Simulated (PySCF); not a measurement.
The PySCF input:
```python
from pyscf import gto, scf, dft

mol = gto.Mole()
mol.atom = '''
    Te   -0.005723    0.012366    0.266931
    Cl    1.113373   -1.434956   -1.088995
    Cl    1.852796    1.507257    0.739926
    Cl   -1.062936    1.325968   -1.263560
    Cl   -1.885727   -1.436095    0.796134
'''
mol.basis = 'sto-3g'
mol.charge = 1
mol.spin = 1
mol.verbose = 4
mol.build()

mf = dft.UKS(mol)
mf.xc = 'wb97x_v'
mf.kernel()
mf.analyze()
```

Q: Estimate the nuclear repulsion energy that WB97X-V/STO-3G run with PySCF returns for this input.

A: 1043.8919 Eh

Q: What is the computed total energy (WB97X-V/STO-3G)?

A: -8369.1936 Eh

Q: Predict the number of basis functions from WB97X-V/STO-3G.

A: 63

Q: What is the computed <S^2> (WB97X-V/STO-3G)?

A: 0.784

Q: What is the computed HOMO energy (WB97X-V/STO-3G)?

A: -14.56 eV

These values belong to the state on which the SCF converged, which isn't shown to be the lowest.

Q: Roughly what does it cost on one core?

A: around 2.7 core-minutes (rough).
